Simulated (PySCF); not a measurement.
Molecule: SMILES CC(=O)N[SiH2][SiH3], C2H9NOSi2.

Bonds (- single, = double, # triple, : aromatic): C1-C2, C2=O3, C2-N4, N4-Si5, Si5-Si6. C1 carries H7, H8, H9; N4 carries H10; Si5 carries H11, H12; Si6 carries H13, H14, H15.

Frames of a GFN2-xTB Langevin trajectory at 300 K; GIAO PBE0/pcSseg-1 shieldings in PySCF, gas phase, non-relativistic; equivalent atoms averaged within each frame.

Chemical shifts δ = σref − σ; ¹³C (σref 186.93), ²⁹Si (σref 349.16), ¹H (σref 31.72) against TMS; ¹⁷O (σref 336.08) against H2O; ¹⁵N (σref 267.73) vs NH3, all at this level. The references are static minima.

**Question.** How do the shifts (ppm) fluctuate along the trajectory?

**Answer.** 
```
         time (fs)     C2    C1     O3     N4    Si5     Si6  H11/H12   H10  H13/H14/H15  H7/H8/H9
               250  175.8  28.3  413.3  116.3  -67.4  -118.9     4.43  4.35         4.29      1.71
               425  169.5  35.6  401.6  109.8  -57.2  -132.4     4.32  4.12         4.59      2.60
               625  182.3  24.0  433.8  127.5  -54.1  -110.1     4.83  4.94         4.20      2.06
               800  186.5  28.1  474.7  128.9  -59.3  -116.8     4.43  5.11         3.66      2.50
              1000  188.6  26.8  502.2  107.0  -46.0  -121.0     4.85  3.73         3.18      2.41
    mean of frames  180.5  28.6  445.1  117.9  -56.8  -119.8     4.57  4.45         3.98      2.26
standard deviation    7.9   4.3   42.3   10.0    7.8     8.1     0.25  0.57         0.56      0.37
```

5 frames give an uncertainty of the mean of about the standard deviation over 2.2 at best, since frames this close in time may not be independent; classical motion lacks zero-point vibration, and the reference would need the same averaging.
